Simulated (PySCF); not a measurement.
Si(H)2(Br)(OMe) (CH₅BrOSi), SMILES CO[SiH2]Br.

Geometry optimised at PBE0-D3(BJ)/def2-SVP. The values are those of a single conformer.

All values below come from PySCF 2.14.0 with PBE0-D3(BJ)/def2-SVP.

Frequencies are harmonic and unscaled.

| mode | ν (cm⁻¹) | IR (km/mol) | moving atoms (share of kinetic energy) |
|---|---|---|---|
| 1 | 80 | 3.2 | C 39 %, H 25 %, Br 16 %, Si 13 % |
| 2 | 100 | 0.1 | H 97 % |
| 3 | 176 | 6.9 | O 39 %, H 27 %, C 21 % |
| 4 | 278 | 4.2 | O 57 %, Si 13 %, H 13 %, Br 10 % |
| 5 | 432 | 65.0 | Si 68 %, Br 23 % |
| 6 | 610 | 35.0 | H 80 %, Si 16 % |
| 7 | 735 | 15.4 | H 90 % |
| 8 | 786 | 28.6 | O 34 %, Si 26 %, H 23 %, C 17 % |
| 9 | 889 | 344.0 | H 82 %, Si 15 % |
| 10 | 943 | 127.9 | H 92 % |
| 11 | 1175 | 101.5 | H 46 %, C 27 %, O 25 % |
| 12 | 1179 | 3.6 | H 75 %, C 19 % |
| 13 | 1225 | 172.4 | O 39 %, H 32 %, C 27 % |
| 14 | 1473 | 6.0 | H 92 % |
| 15 | 1474 | 2.3 | H 94 % |
| 16 | 1478 | 10.8 | H 95 % |
| 17 | 2247 | 101.7 | H 97 % |
| 18 | 2304 | 90.2 | H 96 % |
| 19 | 3023 | 51.6 | H 97 % |
| 20 | 3108 | 25.9 | H 90 %, C 10 % |
| 21 | 3155 | 19.6 | H 90 %, C 10 % |
